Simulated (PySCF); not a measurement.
# Worked example: oscillator strength and radiative lifetime

Ge(F)(Cl)(NH2)2 (ClFGeH4N2), SMILES [NH2][Ge]([F])([NH2])[Cl].

Geometry: TPSSh-D3(BJ)/def2-SVP. The values are those of a single conformer.

PySCF 2.14.0 with TDA-PBE/def2-SVPD puts the first singlet state with f over 0.02 at 5.46 eV (vertical), with the transition dipole (-0.412, -0.134, 0.225) in atomic units.

Question: Find the oscillator strength, the wavelength and the radiative lifetime that this transition would have in vacuum if emission retraced absorption.

Answer: 
|μ|² = 0.2383 au, so |μ| = 1.24 D. ΔE = 5.46/27.211 = 0.2007 hartree. f = (2/3) ΔE |μ|² = 0.032 (the program prints 0.032).
λ = 1239.84/5.46 = 227 nm; ν = 44038 cm⁻¹.
Einstein's coefficient A = 0.6670 ν² f s⁻¹ (ν in cm⁻¹) = 4.1e7 s⁻¹, so τ = 1/A = 24 ns. This state is S1. The figure is the radiative limit of this one transition; relaxation, internal conversion, crossing to triplets and a medium change what is measured.
